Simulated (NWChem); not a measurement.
System: CH₃F₃OSi; SMILES O([Si](F)(F)F)C

Here is an NWChem input.

```
start job
memory heap 200 mb stack 900 mb global 1100 mb
geometry units angstroms noautoz
  C     -0.078366     2.326949     0.001443
  O      0.688568     1.119714     0.000730
  Si     0.062143    -0.370813     0.000253
  F     -0.850722    -0.636442    -1.276011
  F      1.258083    -1.409621    -0.002924
  F     -0.846230    -0.639300     1.279114
  H     -0.708392     2.387570     0.895926
  H     -0.707075     2.389347    -0.893827
  H      0.625465     3.161704     0.002858
end
basis spherical
  * library def2-tzvp
end
dft
  xc b3lyp
  iterations 150
  semidirect filesize 400000000
  mulliken
end
task dft energy
```

Geometry: optimised at B3LYP/6-31G* (spherical d).

Q: What results follow from this input? (B3LYP/def2-TZVP.) Quantities: energy (Ha); highest occupied level (eV); orbital gap (eV); dipole (D).

A: 
```json
{
 "energy (Ha)": "-704.63",
 "highest occupied level (eV)": "-9.17",
 "orbital gap (eV)": "9.42",
 "dipole (D)": "2.47"
}
```
